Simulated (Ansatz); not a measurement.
Total energies of Ge(OAc)2H2 (C4H8GeO4) from Ansatz at PBE-D4/def2-TZVP, gas phase (1 Eh = 27.2114 eV = 2625.5 kJ/mol). The reference geometry is relaxed at r2SCAN-D4/def2-SVP.

```xyz
17

Ge   -0.7273    0.3308    0.3874
O     0.0916   -1.3321    0.3928
C    -0.6383   -2.1286    1.1653
C    -0.1135   -3.5268    1.2880
O    -1.6473   -1.7063    1.7129
H    -0.7821   -4.1284    1.9138
H     0.8962   -3.5010    1.7253
H    -0.0163   -3.9744    0.2876
O     0.5639    1.0347   -0.7407
C     0.2471    2.3060   -0.9580
C     1.1925    3.0360   -1.8629
O    -0.7475    2.7942   -0.4397
H     0.8764    4.0788   -1.9786
H     1.2215    2.5355   -2.8426
H     2.2109    2.9869   -1.4495
H    -0.5842    0.9597    1.7617
H    -2.0435    0.2350   -0.3628
```

| state | geometry | energy (Eh) |
| --- | --- | --- |
| charge 0 singlet | reference | -2534.60534 |
| charge 1 doublet | reference | -2534.26433 |
| charge 1 doublet | relaxed at r2SCAN-D4/def2-SVP | -2534.26829 |
| free Ge atom (triplet) | – | -2076.60177 |
| free O atom (triplet) | – | -75.00967 |
| free C atom (triplet) | – | -37.79597 |
| free H atom (doublet) | – | -0.49962 |

Q: Work out the vertical ionisation energy to the doublet.

A: E(charge 1 doublet) − E(charge 0 singlet) = -2534.26433 − (-2534.60534) = 0.34101 Eh = 9.28 eV. For comparison, −ε of the highest occupied level is 6.55 eV at this level, 2.73 eV less.

Q: How much does the charge 1 doublet relax, and what is the adiabatic ionisation energy?

A: Relaxation: -2534.26433 − (-2534.26829) = 0.00396 Eh = 0.11 eV. Adiabatic ionisation energy: 0.33705 Eh = 9.17 eV, without zero-point energy. 

Q: What is the binding energy per atom against free atoms?

A: Atoms: 1 × (-2076.60177) + 4 × (-75.00967) + 4 × (-37.79597) + 8 × (-0.49962) = -2531.82129 Eh. Binding: -2531.82129 − (-2534.60534) = 2.78405 Eh = 75.76 eV, or 4.46 eV for each of 17 atoms (no zero-point energy, no counterpoise term).

At PBE-D4/def2-TZVP the gap within one spin of the charge 1 doublet nearly closes, so an electron or hole may be smeared out by delocalisation error. At PBE-D4/def2-TZVP the gap within one spin of the relaxed charge 1 doublet nearly closes, so an electron or hole may be smeared out by delocalisation error.
